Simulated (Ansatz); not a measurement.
`[Cl][SnH]([Cl])[Cl]` + `[F][InH][I]` → `[Cl][Sn]([Cl])([Cl])[I]` + `[F][InH2]` at 298.15 K and 1 bar (redistribution).

Program: Ansatz. Geometries: PBE0-D4/def2-TZVP. ΔE: electronic, gas phase. CCSD(T)/CBS adds triple-zeta CCSD(T) − MP2 to the extrapolated MP2 energy (def2 sets, frozen cores). def2 core potentials past Kr. For I, In, Sn outer-core shells are correlated without core-valence functions, which leaves a few kJ/mol of doubt a bond.

```
                  species  CCSD(T)/CBS energy (Eh)  H − E (kJ/mol)  S (J/(mol·K))
    `[Cl][SnH]([Cl])[Cl]`              -1594.09169            46.6          345.5
            `[F][InH][I]`               -587.72167            36.9          327.6
`[Cl][Sn]([Cl])([Cl])[I]`              -1890.98666            34.8          399.4
              `[F][InH2]`               -290.81142            47.3          264.9
```

H − E and S are ideal-gas, rigid-rotor, harmonic terms from PBE0-D4/def2-TZVP. 1 Eh = 2625.50 kJ/mol, R = 8.31446 J/(mol·K).

Q: By hand: ΔE, ΔH, ΔS and ΔG.

A: ΔE = (-1890.98666) + (-290.81142) − (-1594.09169) − (-587.72167) = 0.01528 Eh = 40.1 kJ/mol. Δ(H − E) = 34.8 + 47.3 − 46.6 − 36.9 = -1.4, so ΔH = 38.7 kJ/mol. ΔS = 399.4 + 264.9 − 345.5 − 327.6 = -8.8 J/(mol·K). ΔG = 38.7 − 298.15 × (-8.8)/1000 = 41.3 kJ/mol.

Q: By hand: the equilibrium constant, and the temperature at which ΔG would vanish if ΔH and ΔS stayed fixed.

A: log₁₀ K = −ΔG/(RT ln 10) = -7.2. ΔH and −TΔS have one sign here, so there is no such temperature.

The number of gas molecules stays the same, so ΔS is small and ΔH decides. A doubt of 5 kJ/mol in ΔE shifts log₁₀ K by 0.9 here. These are equilibria of isolated gas molecules and say nothing of rates. Largest T1 diagnostic: 0.016 (customary marks: 0.02 for closed shells, 0.045 for open ones).
